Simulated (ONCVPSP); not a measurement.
What one change does to a pseudopotential (iron (Fe), ONCV)

iron, optimised norm-conserving Vanderbilt (ONCV), made with ONCVPSP 4.0.1 (LDA (Perdew-Zunger), fully relativistic). Core [Ne], reference 3s2 3p6 3d6 4s1.75 4p0.25. Waves: 3s+4s: rc 1.50 bohr, ncon 4, nbas 7, qcut 6.7 1/bohr, 3 projectors, debl 2 Ha; 3p+4p: rc 1.75 bohr, ncon 4, nbas 7, qcut 7.7 1/bohr, 2 projectors; 3d: rc 1.50 bohr, ncon 4, nbas 9, qcut 10.8 1/bohr, local. Local part: the d channel. Core correction: Teter function, fcfact 5.75, rcfact 1.55.

Open shells are filled in proportion to 2j + 1.

Change: s: qcut 7.5; p: qcut 8.6; d: qcut 12.1.

Cutoffs: the cutoffs (Ha) at which the residual kinetic energy of the hardest occupied pseudo-wave falls to 1 and 0.1 mHa per electron; they do not see the model core or the augmentation charge, which bear on the density cutoff. Errors are all-electron minus pseudo energies relative to the spin-unpolarised reference configuration.

Predict the effect on cutoff, ghosts and configuration errors.

The potential gets harder (45 Ha and 50 Ha → 50 Ha and 57 Ha); the errors of the 3 common tests hardly move; neither file shows a bound ghost.

| quantity | base | changed |
| --- | --- | --- |
| cutoff, loose | 45 Ha | 50 Ha |
| cutoff, tight | 50 Ha | 57 Ha |
| loose cutoff by channel | s 12 Ha, p 23 Ha, d 45 Ha | s 12 Ha, p 26 Ha, d 50 Ha |
| bound ghosts | none | none |
| GHOST(+) flags under 300 eV | none | none |
| largest miss of a reference level, eV | 0.09 | 0.09 |
| tests with a reliable result | 3 of 4 | 3 of 4 |
| error for 3s2 3p6 3d6 4s2 4p0, meV [ΔE -1.02 eV] | 0.0 | 0.0 |
| error for 3s2 3p6 3d6 4s1 4p0, meV [ΔE 7.96 eV] | +0.7 | +0.6 |
| error for 3s2 3p6 3d6 4s0 4p1, meV [ΔE 13.09 eV] | +0.1 | +0.2 |
| s: phases at 1.53 bohr within 0.05 rad from the reference energy up to (Ha; the scan ends near 5) | to the end of the scan | to the end of the scan |
| p3/2: phases at 1.77 bohr within 0.05 rad from the reference energy up to (Ha; the scan ends near 5) | to the end of the scan | to the end of the scan |
| p1/2: phases at 1.77 bohr within 0.05 rad from the reference energy up to (Ha; the scan ends near 5) | to the end of the scan | to the end of the scan |
| d5/2: phases at 1.53 bohr within 0.05 rad from the reference energy up to (Ha; the scan ends near 5) | 0.8 | 0.9 |
| d3/2: phases at 1.53 bohr within 0.05 rad from the reference energy up to (Ha; the scan ends near 5) | 0.7 | 0.8 |
| rms error of d²Exc/dni dnj with the model core, mHa | 3.71 | 3.76 |
